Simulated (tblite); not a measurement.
C₅H₆F₃N (charge +1 and doublet state).
SMILES: `FC(F)(F)[C@H]1C=CC[NH+]1`

Computed with GFN2-xTB (tblite): harmonic, unscaled wavenumbers at the GFN2-xTB geometry, gas phase. The method is semi-empirical: single wavenumbers can be off by several per cent or more. Open shells enter through the occupations alone, without spin polarisation, and single modes of such species can be off by tens of per cent.

Harmonic wavenumbers (cm⁻¹): 56.6, 93.7, 153.5, 272.2, 310.9, 348.7, 384.9, 405.0, 472.1, 508.8, 620.2, 718.5, 759.6, 777.2, 813.9, 848.4, 879.8, 972.0, 994.1, 999.6, 1021.9, 1036.4, 1078.3, 1088.8, 1109.2, 1150.0, 1175.2, 1186.3, 1250.5, 1261.1, 1289.8, 1324.5, 1559.3, 2778.5, 2837.2, 2848.8, 3142.8, 3158.1, 3426.5.

A = 3157, B = 1318, C = 1166 MHz; mass 137.045 u (most abundant isotopes); point group C1, symmetry number 1; spin multiplicity 2.

Q: Zero-point energy?

A: ½Σν̃ = 22556 cm⁻¹ = 269.83 kJ/mol.

Q: Entropy at 298.15 K, 1 bar (ideal gas, RRHO, classical rotation)?

A: Translation 170.22, rotation 119.60, vibration 87.19, spin (R ln 2) 5.76: S = 382.8 J/(mol K).

Q: And Cp and H(298.15 K) − H(0)?

A: Cp = 139.13 J/(mol K), of which vibrations give 105.87 (their classical limit is 39 R = 324.3); H(298.15 K) − H(0) = 24.41 kJ/mol without the zero-point energy, 14.49 from vibrations.

Q: Which modes carry the vibrational entropy at 298.15 K?

A: 56.6 cm⁻¹: 19.13; 93.7 cm⁻¹: 14.98; 153.5 cm⁻¹: 11.00; 272.2 cm⁻¹: 6.62; 310.9 cm⁻¹: 5.68; 348.7 cm⁻¹: 4.90 J/(mol K); the other 33 give 24.87 together.

Q: Blend soft modes into free rotors: weight 1/[1 + (100 cm⁻¹/ν̃)⁴] for the oscillator and the rest for a rotor with moment μB/(μ + B), μ = h/(8π²ν), B = 10⁻⁴⁴ kg m². What vibrational entropy results?

A: 81.21 J/(mol K) in place of 87.19, which changes −T·S at 298.15 K by +1.78 kJ/mol.

Q: How do the functions run with temperature in this model?

A: 
```tsv
T (K)	S (J/(mol K))	Cp (J/(mol K))	H − H(0) (kJ/mol)	G − H(0) (kJ/mol)	ln q(vib)
100	281.4	62.7	4.67	-23.47	1.05
200	335.8	99.3	12.72	-54.43	2.78
300	383.6	139.9	24.67	-90.42	4.68
500	472.2	207.7	59.91	-176.17	8.76
800	583.5	264.0	131.66	-335.18	14.89
1000	645.0	285.9	186.79	-458.17	18.71
```

q(vib) and H(0) count from the zero-point level.

Hindered rotation and anharmonicity are outside this model. The structure is chiral; the term R ln 2 for an equal mix with its mirror image is left out.
